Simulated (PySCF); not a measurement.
Vertical excitations of a molecule C₄H₄F₂ from TDDFT-PBE/def2-SVPD in PySCF 2.14.0, as energy in eV (oscillator strength): 5.58 (0.564), 5.81 (0.000), 6.40 (0.004), 6.43 (0.060), 6.51 (0.016), 7.17 (0.001), 7.23 (0.001), 7.98 (0.000), 7.98 (0.001), 8.19 (0.025). Lowest triplet (TDA): 3.23 eV. The structure is a stationary point at PBE0-D3(BJ)/def2-SVP. One conformer was computed; it need not be the lowest.

### Question
Identify the compound among the candidates.
A) C=CC=C(F)F
B) C=C/C(F)=C/F
C) F/C=C\C=C/F
D) C=C=CC(F)F

### Answer
A, C=CC=C(F)F
